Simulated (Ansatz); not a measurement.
Cost and result for the atomization energy of `C[B]1O[CH2][GeH2]1` (12 atoms, 12 bonds).

Cartesian coordinates in Å:
```
C -0.4767 1.3542 -1.5641
B -0.1639 0.4107 -0.3732
O -0.5484 0.6476 0.9090
C -0.0721 -0.4557 1.7276
Ge 0.7641 -1.3811 0.1598
H -1.0425 2.2389 -1.2620
H -1.0431 0.8194 -2.3336
H 0.4513 1.6771 -2.0471
H -0.9241 -0.9450 2.2010
H 0.5984 -0.0689 2.4959
H 2.2935 -1.5353 0.2497
H 0.1635 -2.7617 -0.1629
```

The species carries charge 0 and has multiplicity 1. Correlated methods include outer-core shells of Ge, which these sets cover unevenly. Scalar relativity is left out up to krypton. The structure was optimised at the PBE0-D4/def2-TZVP level. Program: Ansatz. All runs use 4 threads of an AMD EPYC 7B13 on a shared host. Times are those of one run each, without the atoms' runs, and a repeat can differ threefold. Electronic energies, without spin–orbit coupling; frozen cores. CCSD(T)/CBS adds CCSD(T) − MP2 in def2-TZVPP to the MP2 limit, and its time is that of the two runs behind it. T1 = 0.014. With those shells the extrapolation isn't a true limit. B3LYP takes the VWN-RPA correlation (the form of Gaussian; ORCA's B3LYP/G).

CCSD(T)/CBS is a level of theory with its own doubt, some kJ/mol a heavy atom from the limit and from the frozen cores, so smaller differences don't rank the functionals.

```tsv
level	functions	wall time
PBE-D4/def2-TZVPP (with forces)	270	2.4 s
PBE0-D4/def2-TZVPP	270	2.9 s
r2SCAN-D4/def2-TZVPP (with forces)	270	4.4 s
B3LYP-D4/def2-TZVPP (with forces)	270	4.7 s
B2PLYP/def2-TZVPP	270	6 s
ωB97X-V/def2-TZVPP	270	7 s
ωB97M-V/def2-TZVPP (with forces)	270	11 s
MP2/def2-QZVPP	527	25 s
CCSD(T)/def2-TZVPP	270	3.7 min
CCSD(T)/CBS(def2)	–	4.1 min
```

Q: What atomization energy does each give, and how far from CCSD(T)/CBS? (An estimate is asked.)

A: Ansatz gave: 
```
                             level  atomization (kcal/mol)  difference from CCSD(T)/CBS  per bond
   PBE-D4/def2-TZVPP (with forces)                  1085.9                         20.8       1.7
                PBE0-D4/def2-TZVPP                  1069.1                          4.0       0.3
r2SCAN-D4/def2-TZVPP (with forces)                  1071.7                          6.6       0.6
 B3LYP-D4/def2-TZVPP (with forces)                  1063.1                         -2.0      -0.2
                 B2PLYP/def2-TZVPP                  1054.0                        -11.1      -0.9
                ωB97X-V/def2-TZVPP                  1068.8                          3.7       0.3
  ωB97M-V/def2-TZVPP (with forces)                  1066.4                          1.3       0.1
                    MP2/def2-QZVPP                  1070.1                          5.0       0.4
                CCSD(T)/def2-TZVPP                  1042.3                        -22.8      -1.9
                 CCSD(T)/CBS(def2)                  1065.1                          0.0       0.0
```

The D4 term adds +8.9 kcal/mol with B3LYP and +4.7 kcal/mol with PBE0; it sums over pairs of atoms, weighted by their polarisabilities, and B3LYP, whose exchange is more repulsive, gets the larger term. From PBE to PBE0 (25 % exact exchange), in def2-TZVPP and without D4, the atomization energy moves by −15.9 kcal/mol: exact exchange takes away binding that semilocal exchange gives to molecules. In def2-TZVPP, CCSD(T) changes the Hartree–Fock value by +258.8 kcal/mol (the triples alone add +15.8 kcal/mol) and MP2 by +273.3 kcal/mol; breaking electron pairs costs correlation energy, which Hartree–Fock lacks.
